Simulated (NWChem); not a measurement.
# TiHSCl3; SMILES [SH][Ti]([Cl])([Cl])[Cl]

```xyz
6

Ti     0.0010     0.0081     0.0566
Cl    -1.7521     1.2461     0.3493
Cl     1.7780     1.2253     0.2861
Cl     0.0158    -1.7165     1.3450
S     -0.0422    -0.8394    -2.0238
H     -0.0563     0.4199    -2.5315
```
Atoms are numbered in this order, from 1.

Program: NWChem. All runs use the structure optimised with PBE0/def2-SVP. No frequency run checked for a minimum. Level r2SCAN/def2-SVP: energy and gradient on several grids; changes count from the extra-fine grid, which is no exact limit either.

```
grid     size of the energy change (μHa)  largest change of a gradient component (μHa/bohr)
-------  -------------------------------  -------------------------------------------------
xcoarse                             4000                                               1000
coarse                                50                                                400
medium                                40                                                 50
fine                                < 10                                                 40
xfine                               < 10                                               < 30
```
